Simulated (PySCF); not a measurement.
**How the method changes the constants of RbSe⁺**

State: ³Σ⁻ (triplet), unpaired electrons π ↑↑. Set-up: Rb def2-SVP with ECP28, Se def2-SVP; scalar-relativistic core potentials (PySCF 2.14). De refers to Rb⁺ + Se in their high-spin ground configurations, without counterpoise correction. The functionals are run spin-unrestricted. A positive dipole points towards Se; it is taken about the centre of mass and depends on that origin.

```csv
Level,Re (Å),ωe (cm⁻¹),De (eV),μ (D),"CPU s a point (SCF and correlation, without the integrals)"
UHF,3.773,63.1,0.287,-7.58,0.17
UHF-MP2,3.666,70.8,0.345,n/a,0.31
UHF-SCS-MP2,3.685,69.4,0.334,n/a,n/a
UHF-CCSD,3.671,70.8,0.344,n/a,n/a
UHF-CCSD(T),3.665,71.4,0.349,n/a,18
PBE,3.637,72.0,0.388,-6.83,0.66
BP86,3.661,68.6,0.336,-6.96,0.41
r²SCAN,3.663,69.9,0.326,-7.14,0.83
M06-L,3.673,69.1,0.302,-7.22,0.84
PBE0,3.634,71.7,0.356,-6.99,1.1
HSE06,3.629,72.0,0.359,-6.96,0.85
BHandHLYP,3.652,71.2,0.342,-7.10,0.52
```

(1) Which functional lies closest to UHF-CCSD(T) in De, which farthest, and by how much do they differ from it?

(2) What does second-order correlation do here, going from UHF to UHF-MP2?

(3) What does the triples do here, going from UHF-CCSD to UHF-CCSD(T)?

Correlated steps freeze 9 core orbitals. The bond is weak. Basis-set superposition, not corrected here, can be much of De in a small basis, most of all at correlated wavefunction levels. Spin–orbit coupling is left out. For an ion De counts to the pair picked by the measured ionisation energies or electron affinities, which need not be the lowest pair at this level. The state was picked by a PBE0 search and need not be the measured ground state.

The whole job (state search and all levels along the bond) took about 3.9 min on 1 thread of Arm Neoverse V1 (shared host), peak memory 0.71 GiB.

Answers

(1) Closest is BHandHLYP (-1.3 pm in Re, -0.3 % in ωe, -0.01 eV in De against UHF-CCSD(T) in the same basis), farthest M06-L (+0.8 pm in Re, -3.2 % in ωe, -0.05 eV in De). CCSD(T) converges more slowly with the basis than the functionals do and binds too weakly in this one, so the order can change at the basis-set limit.

(2) UHF-MP2 less UHF: -10.7 pm in Re, +12.2 % in ωe, +0.06 eV in De. Correlation nearly always deepens the well. The bond shortens, as in weak, metallic or heavy-atom bonds, where dispersion and the correlation of outer-core electrons pull the atoms together.

(3) UHF-CCSD(T) less UHF-CCSD: -0.6 pm in Re, +0.8 % in ωe, +0.01 eV in De. Correlation nearly always deepens the well. The bond shortens, as in weak, metallic or heavy-atom bonds, where dispersion and the correlation of outer-core electrons pull the atoms together.
